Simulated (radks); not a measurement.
Values are calculated unless marked as measured or tabulated.
The mean radii <r> (bohr) of the occupied orbitals of an atom or ion are listed with their occupations. Level of theory: scalar-relativistic Kohn-Sham, PBE, spin-polarised, spherical densities, finite nucleus; Fermi nuclear charge, rms radius of each element as measured or else 0.836 A^(1/3) + 0.57 fm (a radial shooting solver on a logarithmic mesh with Libxc functionals).

| orbital | occ. | <r> |
|---|---|---|
| 1s up | 1 | 0.02971 |
| 1s down | 1 | 0.02971 |
| 2s up | 1 | 0.1285 |
| 2s down | 1 | 0.1285 |
| 2p up | 3 | 0.1122 |
| 2p down | 3 | 0.1122 |
| 3s up | 1 | 0.3486 |
| 3s down | 1 | 0.3486 |
| 3p up | 3 | 0.3471 |
| 3p down | 3 | 0.3471 |
| 3d up | 5 | 0.3244 |
| 3d down | 5 | 0.3243 |
| 4s up | 1 | 0.8483 |
| 4s down | 1 | 0.8479 |
| 4p up | 3 | 0.9220 |
| 4p down | 3 | 0.9208 |
| 4d up | 5 | 1.170 |
| 4d down | 5 | 1.160 |
| 5s up | 1 | 2.336 |

Name the element and its charge. Open shells, if any, are filled with parallel spins first.

Answer. Z = 49, indium, charge +2: In2+ in [Kr] 4d10 5s1. The 1s radius gives Z: for a bare nucleus <r> = (2 gamma + 1)/(2Z) with gamma = sqrt(1 - (Z/c)^2), 0.02926 bohr for Z = 49, and screening makes it slightly larger (0.02971 here). The occupations add up to 47, and the charge is Z minus that.
